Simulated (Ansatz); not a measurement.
Be2Te2⁺. Charge 1, multiplicity 4. Geometry r2SCAN-D4/def2-TZVP.

| atom | x (Å) | y (Å) | z (Å) |
| --- | --- | --- | --- |
| Be1 | 0.129 | -0.359 | 1.220 |
| Be2 | -0.129 | 0.359 | -1.220 |
| Te3 | 1.480 | 1.339 | 0.237 |
| Te4 | -1.480 | -1.339 | -0.237 |

In the def2 sets Te takes a core potential; there is no spin–orbit coupling. HSE06 is defined as in plane-wave codes, on full-range PBE exchange. At PBE0-D4/def2-TZVP a doublet of charge 1 lies 2.70 eV below the quartet, each at its own geometry. The structure comes from a short search, and lower isomers may exist.

**Question.** Estimate the α-spin orbital energies around the gap (eV) in Ansatz with PBE-D4/def2-TZVP, r2SCAN-D4/def2-TZVP, r2SCANh-D4/def2-TZVP, HSE06-D4/def2-TZVP, CAM-B3LYP-D4/def2-TZVP.

**Answer.** 
```tsv
orbital	PBE-D4/def2-TZVP	r2SCAN-D4/def2-TZVP	r2SCANh-D4/def2-TZVP	HSE06-D4/def2-TZVP	CAM-B3LYP-D4/def2-TZVP
HOMO−9	-46.38	-47.34	-48.53	-49.22	-50.93
HOMO−8	-21.50	-22.19	-22.88	-23.04	-25.18
HOMO−7	-21.03	-21.66	-22.33	-22.48	-24.58
HOMO−6	-14.18	-14.53	-14.98	-15.04	-16.70
HOMO−5	-12.79	-13.13	-13.56	-13.60	-15.29
HOMO−4	-12.49	-12.93	-13.35	-13.26	-14.80
HOMO−3	-12.14	-12.39	-12.76	-12.79	-14.27
HOMO−2	-11.85	-12.23	-12.63	-12.51	-13.99
HOMO−1	-11.78	-12.10	-12.46	-12.49	-13.97
HOMO	-8.72	-8.94	-9.18	-9.01	-10.18
LUMO	-7.70	-7.74	-7.54	-7.55	-6.32
LUMO+1	-7.03	-6.75	-6.50	-6.64	-5.07
LUMO+2	-6.68	-6.38	-6.11	-6.23	-4.64
LUMO+3	-5.19	-4.77	-4.52	-4.76	-3.37
LUMO+4	-4.29	-3.88	-3.66	-3.94	-2.62
LUMO+5	-4.18	-3.76	-3.45	-3.80	-2.51
β HOMO	-11.52	-11.74	-12.10	-12.13	-13.67
β LUMO	-11.24	-10.98	-10.65	-10.69	-9.24
```
